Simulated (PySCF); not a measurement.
C6H13PSi.
SMILES with atom numbers: `[H]/[P:4]=[C:3](\[CH:2]=[CH2:1])[Si:5]([CH3:6])([CH3:7])[CH3:8]` (hydrogens: H9, H10 on C1; H11 on C2; H12 on P4; H13, H14, H15 on C6; H16, H17, H18 on C7; H19, H20, H21 on C8)

The same species was optimised twice, with GFN2-xTB and with PBE0-D3(BJ)/def2-SVP (PySCF), and the same property calculations (PySCF, gas phase) were run on both structures.

```
      coordinate  GFN2-xTB  PBE0-D3(BJ)/def2-SVP  change
      Si5–C8 (Å)     1.914                 1.884  -0.030
      Si5–C7 (Å)     1.910                 1.884  -0.026
      Si5–C6 (Å)     1.904                 1.879  -0.025
       C2–C3 (Å)     1.438                 1.458  +0.020
       C1=C2 (Å)     1.333                 1.345  +0.012
       C3=P4 (Å)     1.697                 1.693  -0.004
      C3–Si5 (Å)     1.907                 1.906  -0.001
   C3–Si5–C6 (°)     107.9                 109.7    +1.8
    C2–C3–P4 (°)     121.2                 122.5    +1.3
    C1–C2–C3 (°)     125.5                 126.8    +1.3
   C3–Si5–C8 (°)     110.6                 109.3    -1.3
   P4–C3–Si5 (°)     116.8                 115.6    -1.2
   C7–Si5–C8 (°)     110.6                 111.4    +0.8
   C3–Si5–C7 (°)     110.2                 109.5    -0.7
   C6–Si5–C8 (°)     109.2                 108.6    -0.6
 C1–C2–C3–P4 (°)       179                   179       0
C2–C3–Si5–C6 (°)      -174                  -179      -5
```

Rotational constants: A = 1474, B = 1233, C = 862.8 MHz (GFN2-xTB) against A = 1464, B = 1252, C = 865.1 MHz (PBE0-D3(BJ)/def2-SVP).

On the GFN2-xTB structure: HOMO (eV) -6.75 [PBE0/pcSseg-1]; LUMO (eV) -2.20 [PBE0/pcSseg-1]; dipole (D) 1.41 [PBE0/pcSseg-1]; GIAO shielding of C1 (ppm) 64.1 [PBE0/pcSseg-1]; GIAO shielding of C2 (ppm) 30.6 [PBE0/pcSseg-1]; GIAO shielding of C3 (ppm) -44.8 [PBE0/pcSseg-1]; GIAO shielding of P4 (ppm) 7.1 [PBE0/pcSseg-1]; GIAO shielding of Si5 (ppm) 356.9 [PBE0/pcSseg-1]; GIAO shielding of C6/C7/C8 (mean) (ppm) 185.7 [PBE0/pcSseg-1].

Problem. What do these properties become on the PBE0-D3(BJ)/def2-SVP structure?

Solution. 
```tsv
property	level	on GFN2-xTB	on PBE0-D3(BJ)/def2-SVP	change
HOMO (eV)	PBE0/pcSseg-1	-6.75	-6.77	-0.02
LUMO (eV)	PBE0/pcSseg-1	-2.20	-2.19	+0.01
dipole (D)	PBE0/pcSseg-1	1.41	1.35	-0.06
energy, GFN2-xTB geometry as zero (kcal/mol)	PBE0/pcSseg-1	0.0	-2.1	-2.1
GIAO shielding of C1 (ppm)	PBE0/pcSseg-1	64.1	61.4	-2.7
GIAO shielding of C2 (ppm)	PBE0/pcSseg-1	30.6	28.0	-2.6
GIAO shielding of C3 (ppm)	PBE0/pcSseg-1	-44.8	-42.7	+2.1
GIAO shielding of P4 (ppm)	PBE0/pcSseg-1	7.1	14.1	+7.0
GIAO shielding of Si5 (ppm)	PBE0/pcSseg-1	356.9	356.2	-0.7
GIAO shielding of C6/C7/C8 (mean) (ppm)	PBE0/pcSseg-1	185.7	183.6	-2.1
```

The heavy atoms differ by 0.082 Å rms after alignment. Among the bonds compared Si5–C8 changes most (-0.030 Å). Changes are differences of the printed values. Neither structure is proved a minimum here.

Conformer computed: `[H]/[P:4]=[C:3](\[CH:2]=[CH2:1])[Si:5]([CH3:6])([CH3:7])[CH3:8]`: C1–C2–C3–P4 179°, C2–C3–Si5–C6 -179°.
